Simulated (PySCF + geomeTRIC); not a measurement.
Species: [Ti(F)(CH3)3] (charge 0, multiplicity 1).

Q: Give a relaxed geometry from BP86-D3(BJ)/def2-SVP (PySCF + geomeTRIC).

A: the end point of this relaxation.
Cartesian coordinates (Å) in one orientation:
```xyz
14

Ti     0.112    -0.030     0.013
F      0.768    -1.134    -1.181
C     -1.879    -0.429     0.390
H     -2.213     0.226     1.226
H     -2.030    -1.493     0.678
H     -2.492    -0.207    -0.512
C      1.143    -0.195     1.794
H      0.967    -1.198     2.242
H      0.772     0.588     2.493
H      2.235    -0.056     1.634
C      0.249     1.930    -0.626
H      1.315     2.248    -0.664
H     -0.296     2.572     0.103
H     -0.204     2.057    -1.634
```
